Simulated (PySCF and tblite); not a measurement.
Values are calculated unless marked as measured or tabulated.
Dynamics report: rearrangement

System: C₆H₇FO₂Si, numbered as in [O:1]=[C:2]([OH:3])[C:4]1=[C:5]([SiH3:6])[CH2:7][CH:8]=[C:9]1[F:10].

Motion: shift of H on O3 from O3 to O1. Level: PBE0/pcSseg-1 + D3(BJ) on GFN2-xTB stationary points, with GFN2-xTB thermal terms. Rate constants are transition-state-theory values, counting equivalent paths, without tunnelling. Run with tblite and PySCF.

| point | symmetry | E(GFN2) kcal/mol | E(DFT) kcal/mol | ZPE change kcal/mol | lowest mode cm⁻¹ | dipole D |
| --- | --- | --- | --- | --- | --- | --- |
| start | Cs | 0.0 | 0.0 | 0.00 | 72 | 1.03 |
| saddle | Cs | 33.6 | 34.6 | -3.11 | 1755i | 2.96 |
| end | Cs | 2.3 | 1.4 | -0.22 | 38 | 3.23 |

```
Electronic barrier             : 34.6 kcal/mol
Barrier with zero-point energy : 31.5 kcal/mol
ΔH‡ (298 K)                    : 31.4 kcal/mol
ΔS‡ (298 K, symmetry apart)    : -0.6 cal/(mol K)
Paths                          : 1 equivalent path
End point                      : a different minimum
Cost                           : 2 min on 1 thread of Arm Neoverse V2, on a host shared with other jobs (rough), peak memory 1 GiB, launched as `OMP_NUM_THREADS=1 python ens_run.py task.json out`
```

| T/K | ΔG‡ kcal/mol | k s⁻¹ | ΔG kcal/mol | k back s⁻¹ |
| --- | --- | --- | --- | --- |
| 500 | 31.7 | 0.14 | 0.9 | 0.35 |

ΔG and ΔG‡ leave out symmetry numbers and mirror images; rates count paths: 1 out, 1 back.

Tunnelling of the moving H, left out here, will speed the real process. In real samples such hydrogens mostly exchange between molecules or through solvent, far faster than by this path. DFT energies on a tight-binding saddle of a bond shift can be off by several kcal/mol.
